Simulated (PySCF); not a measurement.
**Pr(BH4)3(H2O) at several levels of theory**

Computed with PySCF 2.14.0 (density fitting, no spin-orbit coupling) at the geometry relaxed with PBE0:

```xyz
19
Pr(BH4)3(H2O) (singlet in the valence; each metal's 4f electrons, 2 of them, lie in its core potential, out of spins and levels)
Pr    0.1024   -0.1006    0.0751
B     1.2791    1.8931    1.2095
H     1.8574    2.8051    1.7502
H     1.7765    0.7741    1.4959
H     1.3290    1.9606   -0.0419
H     0.0720    1.8271    1.5264
B    -1.8932   -1.2895    1.1869
H    -2.8030   -1.8744    1.7240
H    -1.8766   -0.0680    1.4507
H    -1.9136   -1.3963   -0.0625
H    -0.7686   -1.7336    1.5347
B     1.4137   -1.4402   -1.6727
H     2.0215   -2.0737   -2.5018
H     0.9123   -2.1646   -0.7812
H     0.4500   -0.7997   -2.1630
H     2.1275   -0.5948   -1.0889
O    -1.4307    1.4480   -1.1645
H    -1.2955    2.4028   -1.2190
H    -2.3744    1.2871   -1.2922
```

| level | basis | state | HOMO (eV) | gap (eV) | charge on Pr1 (e) | population of f-type functions on Pr1 (polarisation alone where 4f lies in the core) | dipole about the centre of mass (D) | largest force component (eV/Å) |
| --- | --- | --- | --- | --- | --- | --- | --- | --- |
| PBE0 | Pr lcecp-1-SVP with ECP48, B def2-SVP, H def2-SVP, O def2-SVP | singlet | -8.97 | 7.41 | 0.60 | 0.08 | 5.53 | 0.02 |
| PBE0 | Pr lcecp-1-TZVP with ECP48, B def2-TZVP, H def2-TZVP, O def2-TZVP | singlet | -9.01 | 7.32 | 1.10 | 0.10 | 5.40 | 0.23 |

In the lcecp rows the 4f levels are missing from HOMO and gap, and the state counts the valence alone.

Charges are Mulliken's, which hang on the basis. The relaxation used the grid (50, 194), these runs (75, 302) or, all-electron (x2c bases, spin-free X2C Hamiltonian), (99, 590).

Problem. A further run in the first row's basis gives HOMO (eV) -7.77, gap (eV) 6.07, charge on Pr1 (e) 1.04, population of f-type functions on Pr1 (polarisation alone where 4f lies in the core) 0.07, dipole about the centre of mass (D) 5.43, largest force component (eV/Å) 0.17. Which level was it?
A. M06-L
B. B3LYP

Solution. A. The others give HOMO -8.72 eV (B3LYP).

In the first row's basis the gap widens with exact exchange: 6.1 eV for M06-L (none); 6.9 to 7.4 eV for B3LYP, PBE0 (a fixed share).

No frequency check is given that shows the relaxed geometry to be a minimum. An lcecp potential fixes the number of 4f electrons, so in runs with it no electron can move into or out of that shell.
